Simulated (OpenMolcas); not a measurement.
**Levels of Cl3+ by method**

```json
{
  "Program": "OpenMolcas",
  "Basis": "ANO-RCC-VTZP [5s4p2d1f]",
  "Scalar Hamiltonian": "DKH2, point nucleus",
  "Active space": "4 electrons in 9 orbitals (RAS2 3s 3p; RAS3 3d, at most 2 electrons)",
  "State averaging": "2S+1 = 3 even, 6 roots; 2S+1 = 1 even, 12 roots; 2S+1 = 5 odd, 1 root; 2S+1 = 3 odd, 9 roots; 2S+1 = 1 odd, 8 roots",
  "Spin-orbit coupling": "RASSI with atomic mean-field integrals over the reference wave functions, term energies averaged over their components"
}
```

Methods on the same reference wave functions:
A. RASSCF
B. SS-RASPT2, IPEA 0.25 Eh, imaginary shift 0.1 Eh (closed shells correlated: 2s 2p)
C. MS-RASPT2, IPEA 0.25 Eh, imaginary shift 0.1 Eh (closed shells correlated: 2s 2p)
D. XMS-RASPT2, IPEA 0.25 Eh, imaginary shift 0.1 Eh (closed shells correlated: 2s 2p)

Energies in cm-1 above 3s2 3p2 3P0, the measured ground level; measured values from Moore, Atomic Energy Levels, vol. I, NSRDS-NBS 35 (1971 reprint of NBS Circular 467, 1949).

```json
{"Level": "3s2 3p2 3P0", "A": "0.0", "B": "0.0", "C": "0.0", "D": "0.0", "Measured": "0.0"}
{"Level": "3s2 3p2 3P1", "A": "440", "B": "443", "C": "444", "D": "444", "Measured": "491"}
{"Level": "3s2 3p2 3P2", "A": "1226", "B": "1225", "C": "1229", "D": "1228", "Measured": "1341"}
{"Level": "3s2 3p2 1D2", "A": "16003", "B": "14190", "C": "14190", "D": "14130", "Measured": "13766"}
{"Level": "3s2 3p2 1S0", "A": "35751", "B": "33360", "C": "33300", "D": "33640", "Measured": "32550"}
{"Level": "3s 3p3 5S* 2", "A": "67376", "B": "70110", "C": "70130", "D": "70350", "Measured": ""}
{"Level": "3s 3p3 3D* 1", "A": "103021", "B": "103080", "C": "103090", "D": "103310", "Measured": ""}
{"Level": "3s 3p3 3D* 2", "A": "103040", "B": "103100", "C": "103110", "D": "103330", "Measured": ""}
{"Level": "3s 3p3 3D* 3", "A": "103099", "B": "103160", "C": "103170", "D": "103390", "Measured": ""}
{"Level": "3s 3p3 3P* 2", "A": "121742", "B": "121080", "C": "121090", "D": "121320", "Measured": "120256"}
{"Level": "3s 3p3 3P* 1", "A": "121765", "B": "121100", "C": "121120", "D": "121340", "Measured": "120274"}
{"Level": "3s 3p3 3P* 0", "A": "121772", "B": "121110", "C": "121120", "D": "121350", "Measured": ""}
{"Level": "3s 3p3 1D* 2", "A": "135156", "B": "133390", "C": "133410", "D": "133600", "Measured": ""}
```

Deviations, from unrounded energies. A percentage is the sum of absolute deviations over the sum of measured energies, with the sign that they share, or ± where signs differ.

| Against measurement | Levels | A | B | C | D |
| --- | --- | --- | --- | --- | --- |
| mean absolute deviation (cm-1) | 6 | 1400 | 510 | 500 | 630 |
| fine structure of the ground term (%) | 2 | -9.1 | -8.9 | -8.7 | -8.8 |
| other terms of the ground configuration (%) | 2 | +11.7 | +2.7 | +2.5 | +3.1 |
| other configurations (%) | 2 | +1.2 | +0.7 | +0.7 | +0.9 |

B, C lie about equally close to measurement and A furthest from it. The largest miss of C in the table is 3s 3p3 3P* 1, by +840 cm-1. The ranking rests on the paired levels alone, and a cruder setting can come out closer through cancelling errors.

Among B to D the level of the table that moves most is 3s2 3p2 1S0, by 340 cm-1 (lowest in C, highest in D). Moves below CASPT2's spread within the term are not significant.

The two smallest mean deviations differ by little beside CASPT2's spread within terms, so their order carries little weight.

From A to B the spin-free energies of the other terms of 3s2 3p2 shown, above 3P, scale by factors of 0.88 to 0.93.

The lowest spin-free term lies below A's lowest term by 0.037 hartree in B, 0.037 hartree in C, 0.038 hartree in D.

CASPT2 breaks the degeneracy within a term, and the mean is taken; among the terms shown or strongly mixed into the levels shown the widest spread is 32 cm-1 (3s 3p3 1D*, D). Configurations are named by rounded mean occupations; where the s occupation lies near a half they are strongly mixed, a name can repeat and a true partner stay unpaired. Some terms take much of their weight from 3d, a shell meant for correlation, so their names are nominal. Some terms mix strongly with configurations of 3d, whose occupation reaches 0.52 (3s 3p3 3D*, 3s 3p3 3P*, 3s 3p3 1D*). Measured partners are found by configuration, term and J. A level has none where our copy of the source lacks it or the pairing is in doubt (some pairs that miss far off the trend of their configuration count as doubtful), and it then counts in no deviation. Levels of configurations outside the active space are missing. The table leaves out levels that lie high or whose names do not pair safely across all columns.

* marks odd parity.
